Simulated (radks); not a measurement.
Isoelectronic series with 28 electrons, each ion in its NIST ground configuration. Method: scalar-relativistic Kohn-Sham, r2SCAN, spin-unpolarised, spherical densities, finite nucleus; meta-GGA in the generalised Kohn-Sham scheme; Fermi nuclear charge, rms radius of each element as measured or else 0.836 A^(1/3) + 0.57 fm; computed with a radial shooting solver on a logarithmic mesh with Libxc functionals. Total energies (hartree) and orbital eigenvalues (hartree):

| ion | configuration | E (hartree) | 3d | 3p | 3s | 2p |
|---|---|---|---|---|---|---|
| Ni | [Ar] 3d8 4s2 | -1520.75208 | -0.33325 | -2.70907 | -4.22198 | -31.30155 |
| Ga3+ | [Ar] 3d10 | -1942.13031 | -1.94313 | -4.97459 | -6.84784 | -41.90584 |
| Se6+ | [Ar] 3d10 | -2420.99442 | -5.17560 | -8.96807 | -11.26780 | -55.56127 |
| Rb9+ | [Ar] 3d10 | -2957.47481 | -9.52655 | -14.10230 | -16.87572 | -71.67589 |
| Zr12+ | [Ar] 3d10 | -3552.06966 | -14.93776 | -20.31927 | -23.61470 | -90.19840 |
| Tc15+ | [Ar] 3d10 | -4205.44751 | -21.38669 | -27.60159 | -31.47364 | -111.1189 |
| Pd18+ | [Ar] 3d10 | -4918.40380 | -28.86281 | -35.94519 | -40.45772 | -134.4427 |
| In21+ | [Ar] 3d10 | -5691.84528 | -37.36093 | -45.35208 | -50.58049 | -160.1833 |
| Te24+ | [Ar] 3d10 | -6526.78332 | -46.87874 | -55.82771 | -61.86098 | -188.3592 |
| Cs27+ | [Ar] 3d10 | -7424.3565 | -57.41568 | -67.37980 | -74.32289 | -218.9926 |
| Ce30+ | [Ar] 3d10 | -8385.8128 | -68.97236 | -80.01786 | -87.99390 | -252.1093 |
| Pm33+ | [Ar] 3d10 | -9412.5358 | -81.55025 | -93.75286 | -102.9059 | -287.7375 |
